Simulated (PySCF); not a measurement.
C2H8N2OSi, SMILES C/C=N\[Si@H](N)O. Geometry: PBE0-D3(BJ)/def2-SVP. The structure was generated by enumeration; whether it is a known compound was not checked. One conformer was computed; it need not be the lowest.

Computed equilibrium geometry at PBE0-D3(BJ)/def2-SVP (PySCF confirms it by a frequency run) as a Z-matrix (one conformer of several):
```
N
C 1 1.2618
H 2 1.1118 1 117.98
C 2 1.4997 3 113.53 1 -179.40
H 4 1.0984 2 112.36 3 -177.51
H 4 1.1024 5 109.35 2 -122.71
H 4 1.1028 5 108.95 6 -115.87
Si 1 1.7373 2 132.92 3 179.38
O 8 1.6635 1 103.82 2 98.95
H 9 0.9618 8 113.26 1 144.67
N 8 1.7182 9 111.81 10 27.01
H 11 1.0122 8 120.42 9 -128.55
H 11 1.0139 12 111.82 8 149.21
H 8 1.4970 9 110.52 10 -89.97
```
